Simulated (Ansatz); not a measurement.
Energy needed to pull apart BGeH3S (SMILES [BH]1[S][GeH2]1), singlet, into free ground-state atoms, from the structure below (displaced at random from a GFN2-xTB minimum); no zero-point or spin–orbit terms; open-shell atoms are treated unrestricted, in their ground-state multiplicity.

B1  (-0.744, -1.115, -0.136)
S2  (0.945, -1.280, 0.656)
Ge3  (-0.030, 0.890, -0.215)
H4  (-1.778, -1.786, -0.604)
H5  (1.344, 1.461, -1.217)
H6  (0.290, 1.880, 1.095)
(Å)

Computed with Ansatz 0.2.0 (basis: def2-TZVPP); correlated methods freeze the cores. Filled d shells of the heavier atoms are correlated. The def2 sets are not built for correlating such inner shells, so the correlated values are less sure here.

```tsv
method	atomization energy (kJ/mol)
PBE-D4	?
revPBE-D4	1696
r2SCAN-D4	1713
PBE0-D4	1684
HSE06-D4	1686
wB97M-V	1667
HF	?
MP2	1645
CCSD	1588
CCSD(T)	1636
```

Task: What does HF give? (An estimate is asked for; the value comes from the calculation.)

Result: The calculation gives: 1144 kJ/mol, which is about 492 kJ/mol less than CCSD(T)/def2-TZVPP.

Task: What does PBE-D4 give? (To be estimated.)

Result: By the calculation: 1736 kJ/mol, which is about 100 kJ/mol more than CCSD(T)/def2-TZVPP.

In triple zeta the MP2 and coupled-cluster atomization energies are still short of their basis limit by a few kcal/mol a bond, whereas those of the functionals are nearly converged, so these differences are not deviations from converged CCSD(T).

No T1 diagnostic of these runs exceeds 0.020.

For scale, one of the runs: CCSD(T)/def2-TZVPP forces, 163 basis functions (an equivalent command: `ansatz run in.yaml --threads 4`). Hardware: 4 CPU threads, shared host. Wall time 82 s; peak host memory 2.1 GiB.
